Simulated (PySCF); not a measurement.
# Electronic structure of Cu²⁺ (copper, charge +2) at the UHF level

Configuration: [Ar] 3d9, 2D determinant. All numbers are calculated (PySCF 2.14, the non-relativistic Hamiltonian (point nucleus), in pcseg-2).

| Quantity | Value |
| --- | --- |
| Total energy | -1638.059365 hartree |
| One-electron energy | -2263.2544 hartree |
| Hartree (Coulomb) energy | 690.4889 hartree |
| Exchange energy | -65.2939 hartree |
| Kinetic energy | 1640.36884 hartree |
| ⟨S²⟩ | 0.7513 |
| ⟨L²⟩ | 6.013 |
| Sum of ⟨r⟩ | 15.89 bohr |
| Sum of ⟨r²⟩ | 15.11 bohr² |
| Traceless quadrupole moment −½Σ⟨3z² − r²⟩ along its main axis | -0.323 e·bohr² |
| Density at the nucleus (Gaussians lack the cusp) | 16400 bohr⁻³ |
| Spin density at the nucleus | 0.115 bohr⁻³ |
| Langevin diamagnetic susceptibility | -12.0 ×10⁻⁶ cm³/mol |
| Time after the integrals | 0.33 s of wall time on 1 thread of Neoverse-V1 (shared host) |

| shell | electrons | mean orbital energy (hartree) | spread (hartree) | rms radius, mean of both spins (bohr) |
| --- | --- | --- | --- | --- |
| 1s α | 1 | -329.66417 | 0 | 0.0613 |
| 1s β | 1 | -329.66306 | 0 | 0.0613 |
| 2s α | 1 | -41.75422 | 0 | 0.258 |
| 2s β | 1 | -41.71031 | 0 | 0.258 |
| 2p α | 3 | -36.55347 | 0.04531 | 0.230 |
| 2p β | 3 | -36.51061 | 0.00203 | 0.230 |
| 3s α | 1 | -6.02865 | 0 | 0.774 |
| 3s β | 1 | -5.92344 | 0 | 0.774 |
| 3p α | 3 | -4.34584 | 0.08823 | 0.816 |
| 3p β | 3 | -4.21963 | 0.05960 | 0.816 |
| 3d α | 5 | -1.49733 | 0.10608 | 1.03 |
| 3d β | 4 | -1.43629 | 0.08266 | 1.03 |
